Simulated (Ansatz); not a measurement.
Calculated with Ansatz (gas phase, PBE0-D4/def2-TZVP geometries, no zero-point term in ΔE). CBS: MP2 limit from def2 TZ/QZ plus the TZ coupled-cluster correction, frozen cores. This one scheme is used for every species. DFT in def2-TZVPP. B3LYP here is the variant with VWN-RPA as its local correlation; programs differ in this. Elements past krypton have def2 core potentials. For In outer-core shells are correlated without core-valence functions, which leaves a few kJ/mol of doubt a bond. One conformer a species, not always the lowest.

`[OH][In]([OH])[O][SiH3]` + CH₃OH → `C[O][In]([OH])[OH]` + `O[SiH3]`  (ligand exchange at the In–O bond)

`[OH][In]([OH])[O][SiH3]`:

Z-matrix (Å, degrees):
```
Si
O 1 1.629
H 1 1.497 2 111.0
H 1 1.488 2 110.6 3 119.6
H 1 1.488 2 110.6 3 -119.6
In 2 1.969 1 134.0 3 -0.4
O 6 1.960 2 117.9 1 -179.5
O 6 1.973 2 119.0 1 0.5
H 7 0.961 6 111.7 2 -180.0
H 8 0.961 6 111.7 2 -0.0
```

CH₃OH:

Z-matrix (Å, degrees):
```
C
O 1 1.409
H 1 1.097 2 112.4
H 1 1.090 2 107.0 3 -118.5
H 1 1.097 2 112.4 3 123.0
H 2 0.959 1 108.5 3 -61.6
```

`C[O][In]([OH])[OH]`:

```xyz
10

C     1.332   -0.874   -1.091
O     0.772   -0.829    0.200
In   -0.687    0.409    0.670
O    -1.412    0.402    2.505
O    -1.419    1.647   -0.682
H     1.793    0.078   -1.386
H     2.116   -1.638   -1.093
H     0.600   -1.144   -1.862
H    -0.972   -0.244    3.063
H    -2.123    2.193   -0.323
```

`O[SiH3]`:

Cartesian coordinates in Å:
```
O -0.839 0.968 -0.030
Si 0.284 -0.222 0.163
H -1.334 0.988 -0.849
H -0.333 -1.576 0.097
H 0.880 -0.006 1.500
H 1.343 -0.152 -0.881
```

```json
{"level": "PBE0-D4", "ΔE (kJ/mol)": "21.6", "difference from CCSD(T)/CBS": "-2.3"}
{"level": "B3LYP-D4", "ΔE (kJ/mol)": "19.7", "difference from CCSD(T)/CBS": "-4.2"}
{"level": "B2PLYP", "ΔE (kJ/mol)": "20.3", "difference from CCSD(T)/CBS": "-3.6"}
{"level": "B3LYP", "ΔE (kJ/mol)": "18.2", "difference from CCSD(T)/CBS": "-5.7"}
{"level": "MP2/def2-TZVPP", "ΔE (kJ/mol)": "22.9", "difference from CCSD(T)/CBS": "-1.0"}
{"level": "HF/def2-QZVPP", "ΔE (kJ/mol)": "29.5", "difference from CCSD(T)/CBS": "5.6"}
{"level": "MP2/def2-QZVPP", "ΔE (kJ/mol)": "23.4", "difference from CCSD(T)/CBS": "-0.5"}
{"level": "SCS-MP2/def2-QZVPP", "ΔE (kJ/mol)": "24.3", "difference from CCSD(T)/CBS": "0.4"}
{"level": "MP2/CBS(def2)", "ΔE (kJ/mol)": "23.3", "difference from CCSD(T)/CBS": "-0.6"}
{"level": "CCSD/CBS(def2)", "ΔE (kJ/mol)": "24.8", "difference from CCSD(T)/CBS": "0.9"}
{"level": "CCSD(T)/CBS", "ΔE (kJ/mol)": "23.9", "difference from CCSD(T)/CBS": "0"}
```

Largest T1 diagnostic among the species: 0.017.

From PBE to PBE0 (25 % exact exchange), in def2-TZVPP and without D4, ΔE moves by +5.1 kJ/mol. In def2-TZVPP, CCSD(T) changes the Hartree–Fock value by −5.2 kJ/mol (the triples alone add −0.8 kJ/mol) and MP2 by −5.8 kJ/mol.
